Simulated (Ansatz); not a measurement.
Ideal-gas functions of AsH$_{5}$Si (`[SiH3][AsH2]`) at 298.15 K and 1 bar, from an Ansatz frequency run at PBE0-D4/def2-TZVP.

Molar mass 108.05 g/mol, point group Cs (symmetry number 1), electronic degeneracy 1, moments of inertia 10.502, 135.135, 135.374 u Å². Harmonic wavenumbers (cm⁻¹, unscaled): 154, 362, 437, 455, 671, 721, 887, 937, 946, 984, 2207, 2217, 2221, 2235, 2237.

Use S(trans) = R[1.5 ln M + 2.5 ln T − 1.1517]; rotational temperatures θ = 24.2544 K / I; S(rot) = R[ln(√π/σ · √(T³/θAθBθC)) + 1.5]; for each mode x = 1.438777 ν̃/T, S = R[x/(eˣ − 1) − ln(1 − e⁻ˣ)] and H = RT x/(eˣ − 1); 1 cm⁻¹ = 0.0119627 kJ/mol; R = 8.31446 J/(mol·K).

**Question.** By hand: the entropy, in J/(mol·K).

**Answer.** Translation 167.3. Rotation: θ = 2.3095, 0.1795, 0.1792 K, giving 99.1. Vibration, mode by mode: 10.97, 4.66, 3.50, 3.27, 1.43, 1.18, 0.62, 0.50, 0.49, 0.42, 0.00, 0.00, 0.00, 0.00, 0.00, in all 27.0. Electronic 0.0. Sum 293.4 J/(mol·K).

**Question.** By hand: H − E and G − E in kJ/mol, counted from the electronic energy.

**Answer.** Zero-point energy ½ × 17671 × 0.0119627 = 105.7; thermal vibration 5.1; translation, rotation and pV give 4 RT = 9.9. H − E = 120.7 kJ/mol, and G − E = 120.7 − 298.15 × 293.4/1000 = 33.2 kJ/mol.

Vibration gives 9 % of the entropy.
